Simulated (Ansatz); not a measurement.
Isomers of Ge₃O₇H₂ (singlet), relaxed with r2SCAN-D4/def2-SVP; total energies from Ansatz at PBE0-D4/def2-TZVP.

| isomer | description | energy (Eh) |
| --- | --- | --- |
| A | point group not assigned; 10 × Ge–O 1.63 to 1.81 Å; 1 × Ge–Ge 2.76 Å; 1 × O–O 1.47 Å; 1 × H–O 0.97 Å; 1 × Ge–H 1.51 Å | -6757.79248 |
| B | point group not assigned; 10 × Ge–O 1.63 to 1.91 Å; 2 × Ge–Ge 2.81 to 2.83 Å; 1 × O–O 1.47 Å; 1 × Ge–H 1.51 Å; 1 × H–O 0.97 Å | -6757.79198 |

The isomers come from a short search, and lower ones may exist.

Work out the relative energies (1 Eh = 2625.5 kJ/mol) and the Boltzmann populations at 1200 K from electronic energies alone (R = 8.314 J/mol/K).

ΔE: A 0.0, B 1.3 kJ/mol. RT = 9.98 kJ/mol. Factors exp(−ΔE/RT): A 1, B 0.878; sum 1.878. Populations: A 53.2 %, B 46.8 %. Zero-point energy, vibrational entropy and symmetry numbers are left out and can shift these; an error of 4 kJ/mol changes a ratio by a factor of 1.5. Over the other density-functional and correlated levels in def2 sets, the gap between A and B ranges from -3 to -2 kJ/mol.
